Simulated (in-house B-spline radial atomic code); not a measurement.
Relativistic effects in Al3+, [He] 2s2 2p6: non-relativistic Hartree-Fock (point nucleus) against Dirac-Hartree-Fock (Fermi nucleus of rms radius 3.061 fm), both averages of the configuration, computed with an all-electron radial atomic-structure program (B-spline basis).

| orbital | ε NR (Eh) | ε Dirac (Eh) | <r> NR (bohr) | <r> Dirac (bohr) | change of <r> (%) |
| --- | --- | --- | --- | --- | --- |
| 1s1/2 | -59.791 | -59.925 | 0.1203 | 0.1199 | -0.3 |
| 2s1/2 | -6.151 | ? | 0.6194 | ? | ? |
| 2p1/2 | -4.4722 | ? | 0.596 | ? | ? |
| 2p3/2 | -4.4722 | -4.4664 | 0.596 | 0.5962 | 0.0 |

**Question.** What happens to 2s1/2?

**Answer.** Its energy goes to -6.1713 hartree and <r> to 0.6176 bohr (-0.29 %).

**Question.** What happens to 2p1/2?

**Answer.** Its energy goes to -4.4839 hartree and <r> to 0.5942 bohr (-0.30 %).

**Question.** What explains the pattern of contraction and expansion?

**Answer.** The s and p1/2 orbitals contract directly, as their density near the nucleus moves at relativistic speed. Nothing expands appreciably in this ion.

**Question.** By how much does the total energy change?

**Answer.** By -0.45139 hartree, from -240.000 to -240.452.
